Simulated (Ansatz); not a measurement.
`O/C([SiH3])=C\Cl` + `[OH][Ge][Cl]` → `[SiH3][O][Ge][Cl]` + `O/C=C\Cl`  (ligand exchange at the Si–C bond)

Gas-phase electronic energies from Ansatz, PBE0-D4/def2-TZVP geometries. CCSD(T)/CBS is the MP2 limit (def2-TZVPP, def2-QZVPP) plus CCSD(T) − MP2 in def2-TZVPP, frozen cores. Double bonds are as drawn, so ΔE can hold a change between cis and trans. For Ge outer-core shells are correlated without core-valence functions, which leaves a few kJ/mol of doubt a bond. Scalar relativity is left out up to krypton. One conformer a species, not always the lowest.

```json
{"species": "`O/C([SiH3])=C\\Cl`", "SCS-MP2/def2-TZVPP energy (Eh)": "-902.86762"}
{"species": "`[OH][Ge][Cl]`", "SCS-MP2/def2-TZVPP energy (Eh)": "-2611.06869"}
{"species": "`[SiH3][O][Ge][Cl]`", "SCS-MP2/def2-TZVPP energy (Eh)": "-2901.34567"}
{"species": "`O/C=C\\Cl`", "SCS-MP2/def2-TZVPP energy (Eh)": "-612.62915"}
```

(1) Work out ΔE.

Largest T1 diagnostic among the species: 0.014.

## Answers

(1) ΔE = (-2901.34567) + (-612.62915) − (-902.86762) − (-2611.06869) = -0.03851 Eh = -101.1 kJ/mol. CCSD(T)/CBS gives -96.5 kJ/mol.

In def2-TZVPP, CCSD(T) changes the Hartree–Fock value by +22.0 kJ/mol (the triples alone add +3.6 kJ/mol) and MP2 by +21.5 kJ/mol. From PBE to PBE0 (25 % exact exchange), in def2-TZVPP and without D4, ΔE moves by −7.3 kJ/mol.
